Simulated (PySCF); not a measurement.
## Polarisability and C₆ of Pd(3+) (palladium, charge +3)

[Kr] 4d7, high-spin 4F determinant. All numbers are calculated (PySCF 2.14, a scalar-relativistic core potential, in aug-cc-pwCVTZ-PP with ECP28MDF). Coupled (time-dependent) response in atomic units; α is the mean over directions.

```json
{"method": "UHF", "mean α (bohr³)": "4.079", "C₆ (like pair)": "18.22", "S(−4)": "2.872"}
{"method": "PBE", "mean α (bohr³)": "4.516", "C₆ (like pair)": "20.49", "S(−4)": "4.013"}
```

S(−4) is the Cauchy moment in α(ω) = α(0) + S(−4) ω² + …

Spin-orbit coupling is absent.

α(iu) at UHF:

```csv
u (hartree),α(iu) (bohr³)
0,4.079
0.0500,4.072
0.100,4.051
0.200,3.969
0.300,3.845
0.500,3.521
0.750,3.074
1.00,2.658
1.50,1.986
2.00,1.506
3.00,0.9204
5.00,0.4240
```

For an ion, C₆ is the dispersion term alone; charge-induced terms of lower order in 1/R come first.

Energies and moments cover only the electrons outside the core potential.
